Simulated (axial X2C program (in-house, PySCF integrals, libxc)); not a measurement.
Excited states of HfCl⁺ by EOM-EE-CCSD

Calculated with an in-house all-electron X2C program for linear molecules (integrals from PySCF): two-component X2C with atomic mean-field Coulomb and Gaunt terms, Gaussian nuclei, basis Hf dyall-acv3z, Cl dyall-av3z with contracted cores.

R = 2.219 Å (near the PBE0 minimum at charge 1 of the determinant lowest at the starting distance; the state shown can have its own minimum elsewhere, which is not the closed-shell reference).

Vertical excitation energies from the closed-shell determinant state of HfCl⁺:

```csv
Ω,excitation (eV),cm⁻¹,hole of the leading pair,particle of the leading pair,weight of the pair (for Ω = 0 its time-reversed partner can hold as much again),singles weight
1,0.225,1815,"54% Hf sσ, 29% Hf dσ, 9% Cl pσ",97% Hf dδ,0.98,0.98
2,0.364,2936,"54% Hf sσ, 29% Hf dσ, 9% Cl pσ",97% Hf dδ,0.62,0.98
3,0.560,4520,"54% Hf sσ, 29% Hf dσ, 9% Cl pσ",98% Hf dδ,0.98,0.98
```

This point took 79 s on 1 thread of Arm Neoverse V1, with other jobs on the host.

Reference electrons by ω block (each with its −ω partner): 1/2: 27, 3/2: 12, 5/2: 4, 7/2: 1. 18 electrons of HfCl⁺ correlated (inner shells frozen), 84 natural virtual spinors (a truncated set); levels can be off by some tenths of an eV. Roots sought by Ω: (0: 5, 1: 4, 2: 3, 3: 1); the list ends where they run out and leaves out roots under 60 % singles weight. The solver can skip a root, and states that need a further excitation, which the method places far too high, are missing though they may lie low or lowest. T1 of the reference 0.019 (Lee–Taylor). Number of frozen shells: Hf 4 s, 3 p, 2 d, 1 f; Cl 2 s, 1 p. The closed-shell reference lies 0.21 eV above the lowest PBE0 determinant. Large amplitudes in the reference (orbital relaxation or multireference character) lower the reliability.
